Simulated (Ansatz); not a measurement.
A search over several starts for the lowest SCF solution of Cu(AsH3)(OH) (CuAsOH₄) at the given spin, in a small basis.

```yaml
crystal:
  periodic: [false, false, false]
  atoms:
    - {symbol: Cu, position_ang: [-0.032250, 0.055750, -1.042699]}
    - {symbol: As, position_ang: [-0.060421, 0.078847, 1.199828]}
    - {symbol: H, position_ang: [1.236057, -0.034491, 1.991154]}
    - {symbol: H, position_ang: [-0.833689, -0.973744, 1.984557]}
    - {symbol: H, position_ang: [-0.614119, 1.291213, 1.935811]}
    - {symbol: O, position_ang: [-0.085691, 0.161549, -2.828804]}
    - {symbol: H, position_ang: [0.390122, -0.579124, -3.239836]}
basis:
  gaussian: {orbitals: def2-SVP, initial_orbitals: start.molden}
hamiltonian: {xc: pbe0, dispersion: d4}
output: {orbitals: {seedname: orbitals}}
```

The file start.molden holds the orbitals of an earlier run on this structure, at another level or in another basis.

```sh
$ ansatz run in.yaml --threads 4 --pin off --events-out ev --progress --plain --max-ram 3916MiB
```

Shortened log:

```
Functional definition: PBE0
997 factors; integrals over basis functions are off by at most 9.6e-4 eV
mean field evaluation 1: about -107561.8270 eV, gradient 1.9e1 eV
mean field evaluation 2: about -107562.3865 eV, gradient 8.5e-1 eV
mean field evaluation 4: about -107562.5270 eV, gradient 1.6e-2 eV
mean field evaluation 8: about -107553.8586 eV, gradient 6.8e1 eV
mean field evaluation 16: about -107562.5269 eV, gradient 3.7e-1 eV
mean field -107562.52702140 eV, -3952.8499595370 hartree, gradient 3.6e-5 eV, S^2 0.000000; 1 other end points of the search recorded, 0 dependent functions left out
reference -107562.52706257 eV, -3952.8499610500 hartree; 37, 37 occupied and 60, 60 virtual orbitals, 997 factors
Total energy: -107562.63086127 eV, -3952.8537755820 hartree
```

Run time 1.6 s (4 threads of Arm Neoverse V2 on a shared host).
